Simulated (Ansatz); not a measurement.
Start from `C[O][Hf]([SH])([Cl])[Cl]` and change one atom or group to get `[SH][Hf]([SH])([Cl])[Cl]`.

Ansatz, PBE0-D4/def2-TZVP geometries, multiplicity 1. Each molecule was computed in one conformer, which needn't be the lowest.

Elements past krypton have def2 core potentials.

```csv
property,`C[O][Hf]([SH])([Cl])[Cl]`
size of the dipole moment (ωB97M-V/def2-TZVPP) / D,3.78
LUMO energy (PBE/def2-TZVPP) / eV,-2.18
size of the dipole moment (B3LYP/def2-TZVPP) / D,3.81
HOMO energy (PBE0/def2-TZVPP) / eV,-7.80
zero-point energy (PBE0-D4/def2-TZVP) / kJ/mol,138.0
LUMO energy (ωB97M-V/def2-TZVPP) / eV,0.63
```

(1) What does the change do to each property? (Best estimate.)

## Answers

(1) The calculation gave: 
```
                                          property  `[SH][Hf]([SH])([Cl])[Cl]`  shift
size of the dipole moment (ωB97M-V/def2-TZVPP) / D                        0.73  -3.05
                 LUMO energy (PBE/def2-TZVPP) / eV                       -2.94  -0.76
  size of the dipole moment (B3LYP/def2-TZVPP) / D                        0.72  -3.09
                HOMO energy (PBE0/def2-TZVPP) / eV                       -8.09  -0.29
    zero-point energy (PBE0-D4/def2-TZVP) / kJ/mol                        51.6  -86.4
             LUMO energy (ωB97M-V/def2-TZVPP) / eV                       -0.07  -0.70
```

With PBE0 the HOMO falls by 0.29 eV and the LUMO falls by 0.78 eV, so the gap narrows by about 0.49 eV. PBE moves the HOMO by -0.29 eV and ωB97M-V by -0.30 eV. The zero-point energy changes by -86.4 kJ/mol with -9 modes. Dipoles are sizes alone; their direction can turn.

B3LYP here is the variant with VWN-RPA as its local correlation; programs differ in this.
